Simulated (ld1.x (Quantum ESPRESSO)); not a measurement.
What one change does to a pseudopotential (platinum, TM)

ld1.x (Quantum ESPRESSO) 7.5 input, shortened:

```
&input
   title='Pt', zed=78., rel=2, dft='PBE', iswitch=3,
   config='[Xe] 4f14 5d9 6s0 6p0', rel_dist='average'
 /
 &inputp
   pseudotype=2, tm=.true., lloc=0,
   nlcc=.false.
 /
3
6P  2  1   0.00   0.00  2.15  2.15  0.0
5D  3  2   9.00   0.00  1.90  1.90  0.0
6S  1  0   0.00   0.00  1.70  1.70  0.0
 &test
   configts(1)='5d9 6s0 6p0'
 /
```

Open shells are filled in proportion to 2j + 1 (rel_dist='average').

Change: all radii scaled by about 0.87 (s 1.48, p 1.88, d 1.66 bohr).

Cutoffs: the cutoffs (Ry, on a coarse ladder) from which the occupation-weighted sum of valence levels, in a spherical-Bessel basis at the reference potential, stays within 10 and 1 mRy of its value at 400 Ry; they do not see the model core or the augmentation charge, which bear on the density cutoff. Errors are all-electron minus pseudo energies relative to the spin-unpolarised reference configuration.

Question: Predict the effect on cutoff, ghosts and configuration errors.

Answer: The potential gets harder (40 Ry and 50 Ry → 40 Ry and 60 Ry); the bound ghosts move from p to p, s; the number of tests that count goes from 7 to 6; of the 6 tests that both files solve, the error grows in 4 and shrinks in 1 by more than 15 % and 0.3 meV (median size 11.2 → 25.5 meV). A smaller radius makes the pseudo-wave follow the all-electron one further in, where it bends more sharply, so more plane waves are needed.

| quantity | base | changed |
| --- | --- | --- |
| cutoff, loose | 40 Ry | 40 Ry |
| cutoff, tight | 50 Ry | 60 Ry |
| bound ghosts | p1/2, p3/2 | p1/2, p3/2, s (extra level of the local part) |
| tests counted (converged, no solver errors) | 7 of 7 | 6 of 7 |
| error for 5d9 6s1 6p0, meV [ΔE -9.21 eV] | +12 | +969 |
| error for 5d8 6s0 6p0, meV [ΔE 19.98 eV] | -35 | -29 |
| error for 5d7 6s0 6p0, meV [ΔE 52.20 eV] | -196 | -168 |
| error for 5d9.5 6s0.5 6p0, meV [ΔE -9.34 eV] | +11 | +22 |
| error for 5d9 6s0.5 6p0, meV [ΔE -5.51 eV] | +4.0 | -4.9 |
| error for 5d9 6s0 6p1, meV [ΔE -4.21 eV] | +4.3 | +5.5 |

Changed file: The cutoffs count occupied waves only; the empty 6s level needs 90 Ry at the loose tolerance. Tests not counted: 5d8 6s1 6p1 (solver errors, printed error -11.1 eV). These tests converged, but a pseudo level misses the all-electron one widely, so the file describes the atom poorly there or has found another state: 5d7 6s0 6p0: empty 6s by 6.9 eV. A true bound ghost makes a file unfit for plane-wave use even where its test errors are small: the radial tests pick states by their node count and pass the ghost by. Where a test does run into it, the solver fails or the error is huge.
